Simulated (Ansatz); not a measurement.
Consider the ligand exchange at the Si–O bond: `[SiH3][O][Al]([O][SiH3])[O][SiH3]` + H₂Te → `[SiH3][TeH]` + `[OH][Al]([O][SiH3])[O][SiH3]`.

Computed with Ansatz on PBE0-D4/def2-TZVP structures; ΔE is electronic, products minus reactants. CCSD(T)/CBS adds triple-zeta CCSD(T) − MP2 to the extrapolated MP2 energy (def2 sets, frozen cores). DFT in def2-TZVPP. HSE06 is defined as in plane-wave codes. Elements past krypton have def2 core potentials. For Te outer-core shells are correlated without core-valence functions, which leaves a few kJ/mol of doubt a bond. One conformer a species, not always the lowest.

| level | ΔE (kJ/mol) | difference from CCSD(T)/CBS |
| --- | --- | --- |
| revPBE-D4 | 32.6 | -14.9 |
| BLYP-D4 | 50.0 | 2.5 |
| r2SCAN-D4 | 46.7 | -0.8 |
| PBE0-D4 | 38.1 | -9.4 |
| BHLYP-D4 | 61.4 | 13.9 |
| PBE-QIDH | 44.7 | -2.8 |
| revPBE | 30.2 | -17.3 |
| r2SCAN | 45.8 | -1.7 |
| PBE0 | 37.4 | -10.1 |
| HSE06 | 36.9 | -10.6 |
| RPA@PBE/def2-TZVPP | 58.1 | 10.6 |
| MP2/def2-SVP | 52.2 | 4.7 |
| HF/def2-TZVPP | 74.0 | 26.5 |
| MP2/def2-TZVPP | 48.7 | 1.2 |
| CCSD/def2-TZVPP | 58.0 | 10.5 |
| MP2/def2-QZVPP | 45.5 | -2.0 |
| CCSD(T)/CBS | 47.5 | 0 |

Largest T1 diagnostic among the species: 0.012.

In def2-TZVPP, CCSD(T) changes the Hartree–Fock value by −19.7 kJ/mol (the triples alone add −3.7 kJ/mol) and MP2 by −25.3 kJ/mol. From BLYP to BHLYP (50 % exact exchange), in def2-TZVPP and without D4, ΔE moves by +13.0 kJ/mol. Leaving LDA and LC-ωPBE aside and taking each functional with its dispersion term where it has one, the values, not all of them listed here, spread over 29.9 kJ/mol, from PBE-D4 to CAM-B3LYP-D4. LDA lies +4.5 kJ/mol from PBE without D4.
